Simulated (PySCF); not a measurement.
Compound: C7H16O.
Atom-mapped SMILES: `[CH3:1][CH:2]([CH3:3])[O:4][C:5]([CH3:6])([CH3:7])[CH3:8]` (hydrogens: H9, H10, H11 on C1; H12 on C2; H13, H14, H15 on C3; H16, H17, H18 on C6; H19, H20, H21 on C7; H22, H23, H24 on C8)

Computed with PySCF, PBE0-D3(BJ)/def2-SVP geometry optimisation, gas phase.

**Question.** What internal coordinates does the optimisation give?

**Answer.** 
```tsv
bond	length (pm)
C1–C2, C2–C3	152.0
C2–O4	141.4
O4–C5	142.2
C5–C6, C5–C7, C5–C8	152.7
C1–H9 and 5 like bonds	110.0
C2–H12	110.5
C6–H16 and 8 like bonds	110.0
```

Bonds in one row agree within 1 pm and their mean is given. A selection of angles:
```tsv
angle	degrees
C2–C1–H9	111.4
C2–C1–H10	109.8
H9–C1–H10	108.5
C1–C2–C3	112.5
C1–C2–O4	108.7
C1–C2–H12	108.4
O4–C2–H12	110.2
C2–O4–C5	119.4
O4–C5–C6	111.0
O4–C5–C8	103.8
C6–C5–C7	110.7
C6–C5–C8	110.0
C5–C6–H16	111.7
C5–C6–H17	110.2
H16–C6–H17	108.3
H22–C8–H23	108.8
```

Torsions: C1–C2–O4–C5 119° (anticlinal); C2–O4–C5–C6 -62° (synclinal).

O4 (ether oxygen) is bent (angle 119.4°). Of the pairs four or more bonds apart, H12···H16 is among the closest relative to their van der Waals radii: 2.15 Å, 89 % of the sum of Bondi's values.

Point group: Cs (tolerance 0.08 Å). No PBE0-D3(BJ)/def2-SVP frequencies stand behind this structure, so it isn't proved a minimum. One conformer, not necessarily the lowest.
